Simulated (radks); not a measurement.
Q: Species: Cu III. Configuration: [Ar] 3d7 4s2 (not the ground configuration). All-electron calculation, scalar-relativistic Kohn-Sham, BLYP, spin-polarised, spherical densities, finite nucleus; open shells are filled with parallel spins first; Fermi nuclear charge, rms radius 3.8823 fm. Program: a radial shooting solver on a logarithmic mesh with Libxc functionals. Some entries of the table are withheld. Estimate them.

orbital  occ.  eigenvalue (eV)  <r> (bohr)
1s up       1        -8896.372     0.05213
1s down     1        -8896.366     0.05213
2s up       1        -1108.350      0.2354
2s down     1        -1106.307      0.2351
2p up       3        -962.6652      0.2066
2p down     3        -961.1199      0.2063
3s up       1        -158.0188      0.6992
3s down     1        -154.1034      0.7018
3p up       3        -114.9806      0.7266
3p down     3        -111.1616      0.7309
3d up       5         -45.6570         (1)
3d down     2         -42.0481         (2)
4s up       1         -27.3129       2.085
4s down     1         -26.6584       2.121
4p up       0         -19.0798         (3)
4p down     0         -18.6686         (4)

A: 
(1) 3d up <r> (bohr): 0.8178
(2) 3d down <r> (bohr): 0.8385
(3) 4p up <r> (bohr): 2.470
(4) 4p down <r> (bohr): 2.516
